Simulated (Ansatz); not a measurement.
Geometry optimisation, RKS PBE-D4/def2-SVP (Ansatz).

input.yaml

```yaml
crystal:
  periodic: [false, false, false]
  atoms:
    - { symbol: Si, position_ang: [0.0, 0.0, 0.0] }
    - { symbol: H, position_ang: [0.0, 0.0, 1.81] }
    - { symbol: H, position_ang: [1.3768, 0.0, -0.4862] }
    - { symbol: H, position_ang: [-0.6877, 1.1914, -0.4862] }
    - { symbol: Cl, position_ang: [-1.0032, -1.7381, -0.7093] }
    - { symbol: O, position_ang: [0.7368, -1.7285, 0.6243] }
    - { symbol: Si, position_ang: [-0.0036, -3.2224, 0.418] }
    - { symbol: H, position_ang: [0.9147, -4.1318, -0.2613] }
    - { symbol: H, position_ang: [-0.3585, -3.7747, 1.7221] }
    - { symbol: H, position_ang: [-1.2113, -3.0609, -0.3863] }
    - { symbol: H, position_ang: [0.3766, -0.8836, 1.7351] }
basis:
  gaussian: { orbitals: def2-SVP }
hamiltonian:
  xc: pbe
  dispersion: d4
relax:
  f_tol: 0.15
  max_steps: 25
  restrain:
    - { distance: [0, 5], at: 1.68, k: 30.0 }
    - { distance: [10, 1], at: 0.66, k: 30.0 }
    - { distance: [0, 1], at: 2.66, k: 30.0 }
    - { distance: [10, 5], at: 2.21, k: 30.0 }
output:
  orbitals: {}
```

Launched with:

```bash
$ ansatz run input.yaml --threads 2 --pin off --max-ram 3072MiB --backend cpu --events-out ev --progress --plain --runs-dir out
```

**Question.** Where does it end, and by what steps?

**Answer.** The forces met the threshold. The restraints hold the end off the free minimum; the threshold counts their pulls, which the force column leaves out. Restrained pairs: Si1–O6 (1.98 → 1.67 Å), H2–H11 (0.96 → 0.72 Å), Si1–H2 (1.81 → 2.67 Å), O6–H11 (1.44 → 2.22 Å). After 13 steps the energy has fallen by 9.470 eV (the restraints' own energy left out); Cl5 moved furthest, 1.73 Å. The start is strongly strained (largest force component 10 eV/Å), so its close contacts needn't be bonds.

```json
{"step": "0", "energy less start (eV)": "0.0000", "largest force component (eV/Å)": "9.778", "accepted": "yes"}
{"step": "1", "energy less start (eV)": "-1.4470", "largest force component (eV/Å)": "7.863", "accepted": "yes"}
{"step": "2", "energy less start (eV)": "-3.6921", "largest force component (eV/Å)": "5.751", "accepted": "yes"}
{"step": "3", "energy less start (eV)": "-5.6387", "largest force component (eV/Å)": "3.889", "accepted": "yes"}
{"step": "4", "energy less start (eV)": "-6.9762", "largest force component (eV/Å)": "2.474", "accepted": "yes"}
{"step": "5", "energy less start (eV)": "-7.8610", "largest force component (eV/Å)": "1.719", "accepted": "yes"}
{"step": "6", "energy less start (eV)": "-8.5153", "largest force component (eV/Å)": "1.378", "accepted": "yes"}
{"step": "7", "energy less start (eV)": "-8.9715", "largest force component (eV/Å)": "1.443", "accepted": "yes"}
{"step": "8", "energy less start (eV)": "-9.2372", "largest force component (eV/Å)": "1.481", "accepted": "yes"}
{"step": "9", "energy less start (eV)": "-9.3295", "largest force component (eV/Å)": "1.639", "accepted": "yes"}
{"step": "10", "energy less start (eV)": "-9.3703", "largest force component (eV/Å)": "1.761", "accepted": "yes"}
{"step": "11", "energy less start (eV)": "-9.4270", "largest force component (eV/Å)": "1.479", "accepted": "yes"}
{"step": "12", "energy less start (eV)": "-9.4490", "largest force component (eV/Å)": "1.956", "accepted": "yes"}
{"step": "13", "energy less start (eV)": "-9.4696", "largest force component (eV/Å)": "1.930", "accepted": "yes"}
```

```xyz
11
Properties=species:S:1:pos:R:3
Si -0.046 -0.387 -0.323
H 0.661 0.450 2.108
H 1.280 0.281 -0.496
H -1.089 0.517 0.248
Cl -0.714 -0.947 -2.222
O 0.116 -1.774 0.599
Si -0.129 -3.437 0.488
H 1.014 -4.088 -0.238
H -0.182 -3.951 1.896
H -1.420 -3.743 -0.216
H 0.651 -0.271 2.138
```

Time of the run: 34 s on 2 threads of Arm Neoverse V1 (shared host), peak memory 0.14 GiB.
